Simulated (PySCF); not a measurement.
CH7NSi3, SMILES N1[Si@H]([SiH3])[SiH2]C=1. Geometry: PBE0-D3(BJ)/def2-SVP. The structure was generated by enumeration; whether it is a known compound was not checked.

Computed equilibrium geometry at PBE0-D3(BJ)/def2-SVP (PySCF confirms it by a frequency run) as Cartesian coordinates in Å:
```xyz
12

Si     2.2034     0.7712     0.0459
Si     0.3725    -0.6806     0.2048
N     -0.8243    -0.0857     1.4321
C     -1.8476     0.2239     0.7166
Si    -1.5120    -0.2402    -1.1230
H      1.7016     2.1566    -0.2063
H      3.0184     0.7614     1.2988
H      3.0679     0.3528    -1.1014
H      0.8130    -2.0863     0.4646
H     -2.7421     0.6674     1.1976
H     -2.3492    -1.3698    -1.6365
H     -1.5493     0.8694    -2.1281
```
